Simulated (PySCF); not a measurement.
**Correlation energy of Sr²⁰⁺ (strontium, charge +20)**

[Ar], closed-shell 1S. All numbers are calculated (PySCF 2.14, scalar relativity by spin-free X2C-1e, in an uncontracted even-tempered set (18 s from 2.1 bohr⁻², ratio 2.5; 12 p from 2.7 bohr⁻², ratio 2.5; 5 d from 14 bohr⁻², ratio 2.7; 4 f from 21 bohr⁻², ratio 2.7)). Frozen: 1s2; 16 electrons correlated; the 21 highest virtual orbitals of each spin left out.

| level | correlation energy (mhartree) |
| --- | --- |
| CCSD | -630.18 |
| (T) | -2.27 |
| CCSD(T) | -632.45 |

Diagnostics: T1 = 0.00074, D1 = 0.0017, largest double amplitude 0.022.

Question: Is a single reference adequate?

Answer: Yes, within this model without spin-orbit coupling: T1 lies below 0.03 and no double amplitude reaches 0.07.

At this charge the one-electron X2C treatment keeps the bare 1/r₁₂, with no two-electron picture change or Breit term. The effect here is smaller than on the frozen 1s shell; and a scalar Hamiltonian misses the large spin-orbit splitting of the p shells, which matters for ns² → np² pairs.
